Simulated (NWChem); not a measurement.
Species: C₂H₂ClF; SMILES C=C(F)Cl

```xyz
6

C     -1.1824     1.1530     0.0000
C     -0.0579     0.4482     0.0000
F      1.1380     1.0040     0.0000
Cl     0.0280    -1.2671     0.0000
H     -2.1495     0.6546     0.0000
H     -1.1270     2.2422     0.0000
```
Atoms are numbered in this order, from 1.

All runs use the structure optimised with PBE0/def2-SVP.

Symmetry labels are those of Cs in the frame above (b1 and b2, or b-type labels, depend on it).

Q: List the 4 lowest vertical singlet excitations from LRC-wPBEh/6-31+G* (spherical d), full TDDFT (NWChem).

A: 
| state | energy (eV) | oscillator strength | symmetry | leading excitation (squared amplitude) |
|---|---|---|---|---|
| S1 | 6.76 | 0.003 | a" | HOMO → LUMO+1 (0.40) |
| S2 | 7.03 | 0.332 | a' | HOMO → LUMO (0.97) |
| S3 | 7.09 | 0.013 | a" | HOMO → LUMO+1 (0.53) |
| S4 | 7.94 | 0.018 | a" | HOMO → LUMO+2 (0.57) |
